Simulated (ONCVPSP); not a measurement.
**indium (In), ONCV: configuration errors across variants**

In, optimised norm-conserving Vanderbilt (ONCV), made with ONCVPSP 4.0.1 (PBE, scalar-relativistic). Core [Ar] 3d10, reference 4s2 4p6 4d10 5s2 5p1. Waves: 4s+5s: rc 1.25 bohr, ncon 3, nbas 7, qcut 10.3 1/bohr, 2 projectors; 4p+5p: rc 1.55 bohr, ncon 4, nbas 8, qcut 8.8 1/bohr, 2 projectors; 4d: rc 1.15 bohr, ncon 4, nbas 9, qcut 9.4 1/bohr, 2 projectors, debl 1.3 Ha. Local part: polynomial inside 1.00 bohr (lpopt 5, dvloc0 0 Ha). Core correction: Teter function, fcfact 6, rcfact 1.5.

All-electron excitation energies from the reference (eV): (1) 4s2 4p6 4d10 5s2 5p0 5.363; (2) 4s2 4p6 4d10 5s1 5p0 24.599; (3) 4s2 4p6 4d10 5s1 5p1 11.957.

1 further variants failed, have other tests or another functional or relativity, and are left out.

Errors AE − PS in meV (a dash: test not solved or not reliable):

```tsv
change	(1)	(2)	(3)	bound ghosts	GHOST(+) flags above zero
base	-1.1	-4.6	-1.7	none	s
d: rc 1.12	-1.1	-4.6	-1.7	none	s
s: nbas 8	-1.1	-4.6	-1.7	none	s
s: qcut 7.3; p: qcut 6.2; d: qcut 6.7	-1.1	-5.7	-2.5	none	d
core correction Teter function, fcfact 6.9, rcfact 1.5	-1.1	-4.6	-1.7	none	s
all radii but the core radius scaled by about 0.94 (s 1.18, p 1.46, d 1.08 bohr); local potential polynomial inside 0.94 bohr (lpopt 5, dvloc0 0 Ha)	-1.1	-4.4	-1.6	none	s
d: qcut 11.7	-1.1	-4.6	-1.7	none	s
s: qcut 5.8	-1.1	-5.9	-2.8	none	s
local potential polynomial inside 0.75 bohr (lpopt 2, dvloc0 2 Ha)	-1.1	-4.6	-1.7	none	s
```

(1) Give the same row for: core correction Teter function, fcfact 6, rcfact 0.92.

Results:

(1) -1.1, -4.5, -1.7; bound ghosts: none; GHOST(+) flags above zero: s.
